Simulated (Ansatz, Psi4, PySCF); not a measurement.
C$_{2}$H$_{6}$AlCl (SMILES [CH3][Al]([CH3])[Cl]), singlet, geometry from GFN2-xTB (such geometries of metal compounds can be far from the true shape). Base run: R2SCAN/STO-3G (PySCF).

Here is a job for PySCF.
```python
from pyscf import gto, scf, dft

mol = gto.M(
    atom='''
Al    0.19336810   -0.22362314    0.20469739
C     2.04881583   -0.63261564   -0.39867224
H     2.55571720   -1.37044326    0.22610362
H     2.67493413    0.26590339   -0.40733043
H     2.05971573   -1.01409035   -1.42528396
C    -0.68671713   -0.95115699    1.83877495
H    -1.53792036   -1.59181966    1.58505454
H    -1.09258753   -0.14857686    2.46389001
H    -0.01687042   -1.54313835    2.46532995
Cl   -0.90172744    1.04775891   -0.95349682
''',
    basis='sto-3g',
    verbose=4,
)

mf = dft.RKS(mol)
mf.xc = 'r2scan'
mf.kernel()
```

The same geometry, method and basis name were run in Ansatz (a program for electronic structure) and Psi4 and PySCF, at each program's defaults and at the settings that a row names. The base is PySCF at its defaults. Differences at the defaults can come from grids, fitting, cores and function types together.

| code and settings | ΔE vs base (mEh) | basis functions | E (Eh) | SCF cycles | dipole (D) |
|---|---|---|---|---|---|
| PySCF, defaults (exact integrals, its default grid, spherical functions) | 0.000 | 34 | -773.61538 | 8 | 2.46 |
| Psi4, defaults (density fitting with its default set, its default grid, spherical functions) | ___ | 34 | ___ | 7 | ___ |
| Ansatz, defaults (factorised integrals, its default grid, spherical functions) | -0.027 | 34 | -773.61541 | - | - |
| PySCF, density fitting with def2-universal-jkfit | ___ | 34 | ___ | 8 | 2.46 |
| PySCF, fine grid | -0.023 | 34 | -773.61541 | 8 | 2.46 |
| Psi4, exact integrals, spherical functions, fine grid | -0.013 | 34 | -773.61540 | 9 | 2.46 |
| Ansatz, high accuracy | -0.026 | 34 | -773.61541 | - | - |

Question: Fill in the missing entries.

Answer: 
- Psi4, defaults (density fitting with its default set, its default grid, spherical functions), ΔE vs base (mEh): -1.745
- Psi4, defaults (density fitting with its default set, its default grid, spherical functions), E (Eh): -773.61713
- Psi4, defaults (density fitting with its default set, its default grid, spherical functions), dipole (D): 2.45
- PySCF, density fitting with def2-universal-jkfit, ΔE vs base (mEh): -2.111
- PySCF, density fitting with def2-universal-jkfit, E (Eh): -773.61749
